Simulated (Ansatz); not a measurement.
BH₄O₃, SMILES [OH2+]B(O)O, charge +1.

Coordinates come from a PBE0-D3(BJ)/def2-SVP optimisation. The isomer is the one that the SMILES or the coordinates give; other isomers of the formula were not compared. The values are those of a single conformer.

Two levels are set side by side: PBE/def2-SVPD (Ansatz, a first-principles code) and PBE0/def2-SVPD (Ansatz). Energy differences of separate SCF runs at the same geometry; the states with an electron removed or added have multiplicity 2 and 2. Differences are taken from unrounded values.

```json
[
 {"quantity": "vertical ionisation energy (eV)", "PBE0": "18.15", "PBE": "17.87", "PBE minus PBE0": "-0.28"},
 {"quantity": "vertical electron affinity (eV)", "PBE0": "4.30", "PBE": "4.48", "PBE minus PBE0": "0.18"},
 {"quantity": "vertical singlet–triplet gap (eV)", "PBE0": "8.61", "PBE": "8.06", "PBE minus PBE0": "-0.56"}
]
```
